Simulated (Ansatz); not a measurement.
Harmonic frequencies (cm⁻¹) at PBE0-D4/def2-TZVP from Ansatz: 68, 191, 264, 320, 577, 697, 781, 788, 893, 930, 1056, 1133, 1203, 1258, 1320, 1412, 1466, 1472, 1494, 1786, 3064, 3129, 3162, 3255.

(1) Which molecule is it?
A. `C1=[CH][AlH][CH2]O1`
B. `c1cncnc1`
C. `c1ccnnc1`
D. `CC1=C=NC=N1`

Results:

(1) D.
